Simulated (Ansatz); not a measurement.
Basis sets compared for InH2(OH) (InOH₃). Total charge 0; singlet. Geometry PBE-D4/def2-TZVP. Ansatz on 4 threads of Arm Neoverse V2 on a shared host; times are rough, and most runs start from earlier orbitals.

```
atom   x (Å)   y (Å)   z (Å)
 In1  -0.279  -0.526   0.227
  H2  -1.027  -0.698   1.762
  H3  -0.024  -1.569  -1.124
  O4   0.452   1.342   0.001
  H5   0.879   1.450  -0.866
```

In the def2 sets In takes a core potential; there is no spin–orbit coupling.

Binding counts from free atoms (In doublet, H doublet, O triplet) in the same basis, without a counterpoise term.

| level | functions | energy (Eh) | HOMO (eV) | LUMO (eV) | binding per atom (eV) | wall time |
| --- | --- | --- | --- | --- | --- | --- |
| PBE-D4/def2-SVP | 55 | -266.9940 | -6.37 | -2.09 | 2.57 | 0.25 s |
| PBE0-D4/def2-SVP | 55 | -266.9931 | -7.91 | -1.40 | 2.49 | 0.35 s |

Question: Estimate the rows for PBE-D4/def2-TZVP, PBE0-D4/def2-TZVP.

Answer: 
| level | functions | energy (Eh) | HOMO (eV) | LUMO (eV) | binding per atom (eV) | wall time |
| --- | --- | --- | --- | --- | --- | --- |
| PBE-D4/def2-TZVP | 99 | -267.1054 | -6.64 | -2.22 | 2.61 | 0.45 s |
| PBE0-D4/def2-TZVP | 99 | -267.1022 | -8.18 | -1.52 | 2.54 | 0.65 s |
